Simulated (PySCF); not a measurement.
**`Cl[Si@@H]1C[Si@@H](Cl)[SiH2][SiH2]O1`, CH8Cl2OSi4**

Geometry:
```
atom   x (Å)   y (Å)   z (Å)
 Cl1  -1.791   2.509   0.392
 Si2  -1.000   1.321  -1.027
  C3  -1.537  -0.472  -0.720
 Si4  -0.880  -1.237   0.908
 Cl5  -1.425  -3.207   0.877
 Si6   1.435  -0.919   1.042
 Si7   2.010   0.961  -0.188
  O8   0.606   1.417  -0.914
  H9  -1.307   1.848  -2.347
 H10  -2.625  -0.533  -0.740
 H11  -1.190  -1.077  -1.559
 H12  -1.662  -0.657   2.009
 H13   1.850  -0.787   2.450
 H14   2.176  -2.107   0.580
 H15   2.905   0.801  -1.337
 H16   2.428   2.148   0.563
```

Method: TDDFT CAM-B3LYP/def2-SVPD circular dichroism and optical rotation, one conformer, gas phase in PySCF. Geometry: GFN2-xTB.

Q: Draw the ECD and absorption spectra from the lowest 8 states, each a Gaussian of half-width 0.3 eV at 1/e height.

A: 
```tsv
E (eV)	λ (nm)	Δε (L mol⁻¹ cm⁻¹)	ε (L mol⁻¹ cm⁻¹)
5.41	229	-0.16	325
5.51	225	-0.42	890
5.61	221	-0.81	1960
5.71	217	-1.12	3500
5.81	213	-0.82	5080
5.91	210	+0.52	6100
6.01	206	+2.67	6190
6.11	203	+4.53	5500
6.21	200	+5.04	4510
6.31	196	+4.39	3600
6.41	193	+4.35	2940
6.51	190	+6.98	2590
6.61	187	+12.72	2600
6.71	185	+19.17	2940
6.81	182	+21.99	3440
6.91	179	+17.67	3850
7.01	177	+5.52	4070
7.11	174	-12.68	4210
7.21	172	-33.87	4350
```
Δε uses R in velocity form, ε uses f in length form. Only the states computed contribute, so the short-wavelength end is incomplete.
